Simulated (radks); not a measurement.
The numbers below are computed, except where a source is named.
Task: Ionisation of B+, [He] 2s2, to B2+, [He] 2s1, under several functionals. Scalar-relativistic Kohn-Sham, spin-polarised, spherical densities, finite nucleus; open shells are filled with parallel spins first; a radial shooting solver on a logarithmic mesh with Libxc functionals. The NIST Atomic Spectra Database gives 25.155 eV (measured). Rank these functionals by the error of their Delta-SCF ionisation energy: MS2 meta-GGA; LDA (Slater exchange, VWN5 correlation); PBEsol; exchange-only LDA; PW91.

Result: From best to worst: PW91 24.684 eV (-0.471); MS2 meta-GGA 24.632 eV (-0.522); LDA (Slater exchange, VWN5 correlation) 24.560 eV (-0.595); PBEsol 24.421 eV (-0.734); exchange-only LDA 22.863 eV (-2.292).
